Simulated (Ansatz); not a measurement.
Species: sum formula AlN3H6 (charge 0, singlet). SMILES: [NH2][Al]([NH2])[NH2]
Geometry from a B3LYP-D3(BJ)/def2-TZVP (Ansatz, a program for electronic structure) optimisation:
```xyz
10

N     -1.0769    -1.4035     0.1364
Al     0.0000     0.0000     0.0000
N     -0.6731     1.6413     0.0344
N      1.7500    -0.2378    -0.1708
H     -0.7751    -2.3478     0.3127
H     -2.0796    -1.3725     0.0488
H     -1.6126     1.8743     0.3115
H     -0.1714     2.4764    -0.2203
H      2.4436     0.4847    -0.0674
H      2.1951    -1.1152    -0.3853
```

Parts of the frozen-core correlation energy in cc-pwCVTZ (Ansatz, hartree). Frozen orbitals: 8; correlated occupied orbitals by spin: 12 and 12; virtual: 252 and 252. No spin-orbit coupling. Non-relativistic.

```csv
term,value
reference (HF),-408.96595
MP2 opposite-spin,-0.56425
MP2 same-spin,___
CCSD correlation,___
(T),___
T1 diagnostic,0.009
largest doubles amplitude,0.019
```

Problem. What belongs in the gaps?

Solution. 
- MP2 same-spin, value: -0.17505
- CCSD correlation, value: -0.76383
- (T), value: -0.02859
